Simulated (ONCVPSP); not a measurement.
# Before and after: ONCV potential for rubidium (Rb)

```json
{"Element": "Rb", "Generator": "ONCVPSP 4.0.1", "Type": "optimised norm-conserving Vanderbilt (ONCV)", "Functional": "PBE", "Relativity": "scalar-relativistic", "Frozen core": "[Ar] 3d10", "Valence charge": "9", "Reference configuration": "4s2 4p6 (charge +1)", "Partial waves": "4s: rc 1.50 bohr, ncon 3, nbas 6, qcut 5 1/bohr, 2 projectors, debl 3 Ha; 4p: rc 1.60 bohr, ncon 4, nbas 7, qcut 4.7 1/bohr, 1 projector; d scattering state at 0.11 Ha: rc 1.55 bohr, ncon 4, nbas 8, qcut 6.5 1/bohr, 3 projectors, debl 0.6 Ha", "Local potential": "polynomial inside 1.40 bohr (lpopt 5, dvloc0 0 Ha)", "Core correction": "none"}
```

Change: all radii scaled by about 1.12 (s 1.68, p 1.80, d 1.74 bohr); local potential polynomial inside 1.58 bohr (lpopt 5, dvloc0 0 Ha).

Cutoffs: the cutoffs (Ha) at which the residual kinetic energy of the hardest occupied pseudo-wave falls to 1 and 0.1 mHa per electron; they do not see the model core or the augmentation charge, which bear on the density cutoff. Errors are all-electron minus pseudo energies relative to the spin-unpolarised reference configuration.

Problem. How do hardness, ghosts and transferability respond?

Solution. The potential gets softer (25 Ha and 53 Ha → 12 Ha and 39 Ha); both files keep a bound ghost (d); the errors of the 4 common tests hardly move. A larger radius leaves more room for a smooth pseudo-wave, so fewer plane waves are needed.

| quantity | base | changed |
| --- | --- | --- |
| cutoff, loose | 25 Ha | 12 Ha |
| cutoff, tight | 53 Ha | 39 Ha |
| loose cutoff by channel | s 18 Ha, p 25 Ha | s 12 Ha, p 10 Ha |
| bound ghosts | d | d |
| GHOST(+) flags under 300 eV | s at 189.3 eV | s at 177.3 eV |
| error for 4s2 4p6 5s1, meV [ΔE -4.15 eV] | +0.4 | +0.6 |
| error for 4s2 4p6 5s0.5, meV [ΔE -2.58 eV] | +0.3 | +0.4 |
| error for 4s2 4p6 5p1, meV [ΔE -2.63 eV] | +3.5 | +3.9 |
| error for 4s2 4p6 4d1, meV [ΔE -1.91 eV] | -0.5 | -0.5 |

 A true bound ghost makes a file unfit for plane-wave use even where its test errors are small: the radial tests pick states by their node count and pass the ghost by.
